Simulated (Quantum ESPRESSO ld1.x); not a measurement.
Valence configurations of the platinum ion Pt+ (all share [Xe]). Method: scalar-relativistic Kohn-Sham, PBE, spin-unpolarised, spherical densities, point nucleus; computed with ld1.x of Quantum ESPRESSO 7.5. Energies are relative to 4f14 5d9; eigenvalues in eV.

valence,E (eV),e(4f),e(5d),e(6p),e(6s)
4f14 5d9,0.000,-78.266,-14.304,-,-
4f14 5d8.5 6s0.5,0.848,-79.836,-15.382,-,-13.418
4f14 5d8 6s1,1.973,-81.476,-16.500,-,-13.966
4f14 5d8.5 6p0.5,4.092,-80.709,-16.196,-7.444,-
4f13.5 5d9.5,33.232,-83.696,-14.832,-,-
4f13.5 5d9 6s0.5,34.327,-85.319,-15.957,-,-13.483
4f13.5 5d9 6p0.5,37.600,-86.204,-16.788,-7.461,-
4f13 5d10,68.940,-89.223,-15.358,-,-
4f12 5d9 6p2,172.82,-111.47,-24.843,-9.694,-
4f11.5 5d9 6p2.5,225.75,-120.31,-27.682,-10.411,-

NIST lists [Xe] 4f14 5d9 as the ground configuration; this level of theory agrees among the configurations tried. The energies are those of spherical spin-averaged densities, not of single terms.
